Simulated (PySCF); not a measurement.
## [PbCl3]− at several levels of theory

Computed with PySCF 2.14.0 (density fitting, no spin-orbit coupling) at the geometry relaxed with PBE:

```xyz
4
[PbCl3]− (singlet)
Pb    0.0000    0.0000    0.5001
Cl    2.3462    0.0000   -0.6576
Cl   -1.1731    2.0319   -0.6576
Cl   -1.1732   -2.0319   -0.6576
```

```csv
level,basis,state,HOMO (eV),gap (eV),charge on Pb1 (e),dipole about the centre of mass (D),largest force component (eV/Å)
PBE,"Pb def2-SVP with ECP60, Cl def2-SVP",singlet,-1.50,4.11,0.42,4.98,0.01
B3LYP,the same,singlet,-2.38,5.45,0.50,5.21,0.07
PBE,"Pb def2-TZVP with ECP60, Cl def2-TZVP",singlet,-2.07,4.13,0.68,5.50,0.08
PBE,"Pb x2c-SVPall, Cl x2c-SVPall",singlet,-1.49,4.11,0.45,4.97,0.56
```

Charges are Mulliken's, which hang on the basis. The relaxation used the grid (50, 194), these runs (75, 302) or, all-electron (x2c bases, spin-free X2C Hamiltonian), (99, 590).

(1) A further run in the first row's basis gives HOMO (eV) -1.66, gap (eV) 4.30, charge on Pb1 (e) 0.50, dipole about the centre of mass (D) 5.18, largest force component (eV/Å) 0.02. Which level was it?
A. revPBE
B. HF
C. TPSS

Answers

(1) C. The others give HOMO -5.10 eV (HF); -1.47 eV (revPBE).
